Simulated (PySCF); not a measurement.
## Calculated data, F2H2OSi, FH5OSi2, ClH3O2Si, FH3O2Si

Calculation on a computer-drawn molecule: optimised geometry and harmonic frequencies of an isolated molecule of the commonest isotopes, restricted reference for singlets and unrestricted otherwise, frozen core in MP2. Program: PySCF 2.14.0.

Common to all runs: charge 0; multiplicity 1; basis cc-pV(D+d)Z.

(1) F2H2OSi

Start structure:
```xyz
6
F2H2OSi
O      0.4467     0.6082    -1.0528
Si    -0.3028    -0.2007    -2.1520
F     -0.7392     0.7215    -3.3834
F     -1.8026    -0.7528    -1.6826
H      0.0454     1.3051    -0.5899
H      0.4836    -1.2951    -2.5496
```

- method: HF
- rotational constants: 7.109, 6.834, 4.049 GHz
- total energy: -564.0339 hartree
- convergence status largest gradient component: 1.309e-05 hartree/bohr

Drawn bonds:
```tsv
atom	other atom	order
1	2	1
2	3	1
2	4	1
1	5	1
2	6	1
```

Optimised structure:
```xyz
6
F2H2OSi
O      0.4203     0.5975    -1.0066
Si    -0.3462    -0.2200    -2.1644
F     -0.6980     0.7355    -3.3945
F     -1.7564    -0.7559    -1.6409
H      0.0348     1.3569    -0.5942
H      0.4766    -1.3277    -2.6097
```

Modes:
```tsv
frequency (cm⁻¹)	reduced mass (dalton)
197.2	1.258
322.1	11.61
362.6	4.657
410.7	5.424
798.7	1.979
873.2	2.458
884.8	1.324
937.2	1.232
985.8	4.682
1031	7.374
2480	1.043
4169	1.067
```

(2) F2H2OSi

Start structure:
```xyz
6
F2H2OSi
O      0.4203     0.5975    -1.0066
Si    -0.3462    -0.2200    -2.1644
F     -0.6980     0.7355    -3.3945
F     -1.7564    -0.7559    -1.6409
H      0.0348     1.3569    -0.5942
H      0.4766    -1.3277    -2.6097
```

* method: MP2
* rotational constants: 6.934, 6.644, 3.917 GHz
* total energy: -564.6906 hartree
* convergence status largest gradient component: 1.033e-05 hartree/bohr

Drawn bonds:
```tsv
atom	other atom	order
1	2	1
2	3	1
2	4	1
1	5	1
2	6	1
```

Optimised structure:
```xyz
6
F2H2OSi
O      0.4563     0.5896    -0.9917
Si    -0.3500    -0.2162    -2.1635
F     -0.7002     0.7478    -3.4141
F     -1.7752    -0.7669    -1.6329
H      0.0188     1.3582    -0.6026
H      0.4814    -1.3261    -2.6055
```

Modes:
```tsv
frequency (cm⁻¹)	reduced mass (dalton)
203.4	1.324
308.2	11.68
346.2	3.932
391.4	5.802
769.5	2.66
836.3	1.855
843.8	1.312
910.4	1.229
956.7	4.792
991.3	6.857
2422	1.043
3900	1.066
```

(3) FH5OSi2

Start structure:
```xyz
9
FH5OSi2
O     -2.3437     0.2370     0.0964
Si    -1.7235     1.3777    -0.9500
F     -0.8409     2.2114     0.1444
Si    -0.4793     0.4148    -2.6064
H     -2.8808    -0.4730    -0.1702
H     -2.8470     2.2998    -1.2679
H      0.0134     1.4815    -3.5507
H      0.8082    -0.3380    -2.1066
H     -1.2250    -0.5717    -3.4068
```

- method: HF
- rotational constants: 6.303, 2.807, 2.167 GHz
- total energy: -755.1957 hartree
- convergence status largest gradient component: 4.576e-05 hartree/bohr

Drawn bonds:
```tsv
atom	other atom	order
1	2	1
2	3	1
2	4	1
1	5	1
2	6	1
4	7	1
4	8	1
4	9	1
```

Optimised structure:
```xyz
9
FH5OSi2
O     -2.3398    -0.0881    -0.1554
Si    -1.7767     1.2162    -0.9691
F     -0.9106     2.1388     0.0420
Si    -0.3853     0.4384    -2.6954
H     -2.9377     0.0243     0.5695
H     -2.8879     2.0814    -1.4098
H      0.1890     1.5914    -3.4285
H      0.7116    -0.3811    -2.1322
H     -1.1812    -0.3818    -3.6388
```

Modes:
```tsv
frequency (cm⁻¹)	reduced mass (dalton)
94.13	1.08
152	5.27
210.1	4.005
247	1.267
367.3	3.387
445.2	4.127
568.3	1.187
583.2	1.438
799.4	1.125
849.5	4.822
905.4	1.674
929.3	1.297
968.3	1.921
1015	1.255
1022	1.048
1024	1.137
2309	1.035
2310	1.045
2319	1.041
2332	1.039
4160	1.067
```

(4) ClH3O2Si

Start structure:
```xyz
7
ClH3O2Si
O      0.5924    -1.8630     2.0768
Si     1.1680    -0.3728     2.0195
O      1.5132    -0.0249     0.5543
Cl    -0.2645     0.8768     2.6922
H      0.2253    -2.2720     2.8775
H      2.3680    -0.1007     2.7349
H      1.0352    -0.3485    -0.2511
```

- method: HF
- rotational constants: 6.853, 3.426, 2.54 GHz
- total energy: -900.0785 hartree
- convergence status largest gradient component: 3.241e-05 hartree/bohr

Drawn bonds:
```tsv
atom	other atom	order
1	2	1
2	3	1
2	4	1
1	5	1
2	6	1
3	7	1
```

Optimised structure:
```xyz
7
ClH3O2Si
O      0.6908    -1.9263     2.1275
Si     1.2087    -0.3861     2.0044
O      1.5662    -0.0648     0.4572
Cl    -0.3106     0.8408     2.6953
H      0.1358    -2.1855     2.8478
H      2.3963    -0.0962     2.7979
H      0.9504    -0.2871    -0.2260
```

Modes:
```tsv
frequency (cm⁻¹)	reduced mass (dalton)
191.3	1.349
205.1	1.474
272	2.99
343.9	4.352
380.3	3.26
550.2	12.11
824.3	1.22
845.7	1.522
895.4	1.484
919.5	1.719
954.5	1.379
1025	4.225
2430	1.042
4168	1.067
4178	1.067
```

(5) ClH3O2Si

Start structure:
```xyz
7
ClH3O2Si
O      0.6908    -1.9263     2.1275
Si     1.2087    -0.3861     2.0044
O      1.5662    -0.0648     0.4572
Cl    -0.3106     0.8408     2.6953
H      0.1358    -2.1855     2.8478
H      2.3963    -0.0962     2.7979
H      0.9504    -0.2871    -0.2260
```

- method: MP2
- rotational constants: 6.704, 3.401, 2.502 GHz
- total energy: -900.6855 hartree
- convergence status largest gradient component: 9.33e-06 hartree/bohr

Drawn bonds:
```tsv
atom	other atom	order
1	2	1
2	3	1
2	4	1
1	5	1
2	6	1
3	7	1
```

Optimised structure:
```xyz
7
ClH3O2Si
O      0.7122    -1.9650     2.1282
Si     1.2116    -0.3936     2.0031
O      1.6052    -0.0612     0.4427
Cl    -0.3190     0.8120     2.6991
H      0.0980    -2.1439     2.8522
H      2.4051    -0.0791     2.7888
H      0.9246    -0.2743    -0.2101
```

Modes:
```tsv
frequency (cm⁻¹)	reduced mass (dalton)
178.8	1.409
205	1.913
264.9	2.387
330.7	4.177
369.9	2.552
542.9	12.04
797.5	1.38
819.8	1.535
855	1.57
884.3	1.567
929	1.288
986.2	3.576
2373	1.042
3888	1.066
3898	1.067
```

(6) FH3O2Si

Start structure:
```xyz
7
FH3O2Si
O     -2.7096    -1.9543     0.0639
Si    -2.1978    -1.7630     1.5532
O     -0.6380    -2.0762     1.6119
F     -2.4158    -0.1762     1.9136
H     -3.5519    -1.5674    -0.2388
H     -2.8302    -2.5427     2.5803
H     -0.0303    -1.9026     0.8897
```

* method: HF
* rotational constants: 7.187, 6.714, 4.023 GHz
* total energy: -540.0272 hartree
* convergence status largest gradient component: 2.306e-05 hartree/bohr

Drawn bonds:
```tsv
atom	other atom	order
1	2	1
2	3	1
2	4	1
1	5	1
2	6	1
3	7	1
```

Optimised structure:
```xyz
7
FH3O2Si
O     -2.7465    -1.9901     0.0518
Si    -2.1786    -1.7507     1.5586
O     -0.6051    -2.1238     1.6022
F     -2.4153    -0.1976     1.9056
H     -3.5324    -1.5463    -0.2302
H     -2.8598    -2.5249     2.5874
H     -0.0359    -1.8489     0.8984
```

Modes:
```tsv
frequency (cm⁻¹)	reduced mass (dalton)
197.6	1.285
215.7	1.263
329.1	4.988
371.6	2.592
419.2	6.337
807.8	1.867
837.3	1.481
870.1	2.116
901.3	1.441
952.2	1.292
984.9	3.338
1043	3.756
2437	1.042
4171	1.067
4177	1.067
```
